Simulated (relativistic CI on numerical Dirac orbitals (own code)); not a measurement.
Hyperfine structure of Ta61+, mass number 181

Method of calculation: Dirac-Coulomb-Breit CI, KLI orbitals optimised for each configuration, QED by a radiative potential, unscaled Slater integrals (own radial code, finite nucleus).

Configurations in the expansion (outside the closed core [Ne]): 3s², 3s3p, 3p², 3s3d, 3d², 3p3d, 3p4s, 3d4s, 3s4s, 3s4p, 3s4d, 3s4f, 3s5s, 3s5p, 3s5d, 4s². Levels of other configurations are missing.

Nuclear spin I = 7/2, μ = 2.365 μN, Q = 3.17 b (tables of Stone and Pyykkö). The electronic factors are computed for point nuclear moments, without core polarisation or the Bohr-Weisskopf and QED corrections.

```tsv
Level	E (Ry)	A (GHz)	B (GHz)
3s3p ³P°1	11.1603	2542	-157
3s3p ³P°2	35.4420	1076	1360
3s3p ¹P°1	38.1801	-767	829
3p² ¹D2	48.2401	493.8	1190
3p² ³P1	48.3880	-136.6	680
3s3d ³D1	50.9411	-871.6	123
3s3d ³D2	51.8729	873.3	295
3s3d ³D3	56.6874	671.2	301
```

Levels with J = 0, under 50 % of one LS term, or S terms without an open s electron are left out. Small factors come from cancelling terms and can be off by tens of per cent or more.

At this charge energies of transitions that change n are usually good to better than 1 %, and those within a shell (Δn = 0) to a few per cent.

(1) Give the hyperfine levels of 3s3p ³P°1 relative to its centre of gravity.

Answers

(1) With K = F(F + 1) − I(I + 1) − J(J + 1), E = AK/2 + B[¾K(K + 1) − I(I + 1)J(J + 1)]/[2I(2I − 1)J(2J − 1)]: F = 5/2: -11520, F = 7/2: -2430, F = 9/2: 8857 GHz.

LS names give the leading component of a level, which can be under half, so a name can repeat, a term be missing and a line seem to break the LS rules.
